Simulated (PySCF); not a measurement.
# Two-component Hartree-Fock for Br+ (bromine, charge +1)

Start: [Ar] 3d10 4s2 4p3 4d1; 4p3/2 filled at m_j = -1/2, +1/2, +3/2; 4d5/2 filled at m_j = +5/2. Calculated with PySCF 2.14 in x2c-SVPall-2c with one added diffuse shell each of s, p, d type (6s7p4d, 47 functions): generalised Hartree-Fock with the X2C-1e Hamiltonian and a Gaussian nucleus; one run each with spin-orbit coupling (SO) switched off, then screened by Boettger's factors. This is a chosen level, not necessarily the ground level.

```tsv
spinor shell	electrons	ε, spin-free (eV)	ε, screened SO (eV)	weight of nominal j (screened SO)	rms radius, screened SO (bohr)
1s1/2	2	-13567.8	-13567.6	1.000	0.0493
2s1/2	2	-1839.8	-1839.7	1.000	0.205
2p1/2	2	-1619.7	-1652.4	1.000	0.180
2p3/2	4	-1619.7	-1604.0	1.000	0.184
3s1/2	2	-292.18	-292.16	1.000	0.588
3p1/2	2	-220.10	-225.15	0.995	0.601
3p3/2	4	-220.10	-217.65	0.998	0.611
3d3/2	4	-100.70	-101.41	0.945	0.649
3d5/2	6	-100.70	-100.21	0.963	0.650
4s1/2	2	-39.360	-39.362	1.000	1.75
4p3/2	3	-27.029	-27.038	0.626	2.06
4d5/2	1	-8.422	-8.411	1.000	3.30
```

```json
{"quantity": "E (hartree)", "spin-free": "-2603.09321", "screened SO": "-2603.21104"}
{"quantity": "M_J", "spin-free": "4", "screened SO": "4"}
{"quantity": "⟨J²⟩", "spin-free": "20.004", "screened SO": "20.005"}
{"quantity": "⟨L²⟩", "spin-free": "6.003", "screened SO": "6.060"}
{"quantity": "⟨S²⟩", "spin-free": "6.001", "screened SO": "5.968"}
```

Each row is a mean over spinors that exchange with the open shell spreads, by up to 9.759 eV (4s1/2).

Rows whose weight is well below 1 are mixtures of j = l ± 1/2: exchange outweighs spin-orbit coupling there, and the label is only the starting occupation.

Without spin-orbit coupling the j labels of p, d and f shells carry no meaning; the spin-free column gives the mean over the occupied spinors of each nl shell.
